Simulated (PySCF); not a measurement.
FH₃OSeSi. Atoms are numbered in the order given.

```xyz
7

Se    -0.2100     0.5556     0.7856
F     -1.8528     0.2784     0.1247
O      0.6609    -0.8540     0.0765
Si     1.0676    -0.8532    -1.5931
H     -0.1368    -1.1807    -2.4254
H      2.1033    -1.9282    -1.7305
H      1.6161     0.4898    -1.9846
```
Charge 0, spin multiplicity 1.

The structure is a stationary point at PBE-D3(BJ)/def2-SVP. The geometry has at least one imaginary mode, so it is a saddle point at that level. One conformer was computed; it need not be the lowest.

Calculation: PySCF with PBE0/def2-TZVP.

ESP charges are fitted to the potential on shells at 1.4 to 2.0 van der Waals radii. Atomic charges (e):

```json
[
 {"atom": "Se1", "meta-Löwdin": "0.74", "Löwdin": "?", "ESP fit": "0.28", "Mulliken": "0.45"},
 {"atom": "F2", "meta-Löwdin": "-0.45", "Löwdin": "?", "ESP fit": "-0.21", "Mulliken": "-0.31"},
 {"atom": "O3", "meta-Löwdin": "-0.72", "Löwdin": "-0.22", "ESP fit": "-0.31", "Mulliken": "-0.42"},
 {"atom": "Si4", "meta-Löwdin": "0.71", "Löwdin": "0.14", "ESP fit": "0.45", "Mulliken": "0.32"},
 {"atom": "H5", "meta-Löwdin": "-0.09", "Löwdin": "?", "ESP fit": "-0.06", "Mulliken": "-0.01"},
 {"atom": "H6", "meta-Löwdin": "-0.09", "Löwdin": "?", "ESP fit": "-0.06", "Mulliken": "-0.01"},
 {"atom": "H7", "meta-Löwdin": "-0.10", "Löwdin": "?", "ESP fit": "-0.10", "Mulliken": "-0.02"}
]
```

### Question
Complete the blanks. (The exact figures need the calculation; the answer reports its results.)

### Answer

- Se1, Löwdin: 0.42
- F2, Löwdin: -0.23
- H5, Löwdin: -0.04
- H6, Löwdin: -0.04
- H7, Löwdin: -0.04

### Question
Give the Mayer and Wiberg (Löwdin basis) orders of the bonds. (Estimate from the structure and the level; the computed values follow.)

### Answer

```
bond    Mayer  Wiberg
------  -----  ------
Se1–F2   0.90    1.46
Se1–O3   1.05    1.55
O3–Si4   1.00    1.50
Si4–H5   0.95    0.97
Si4–H6   0.95    0.97
Si4–H7   0.95    0.97
```
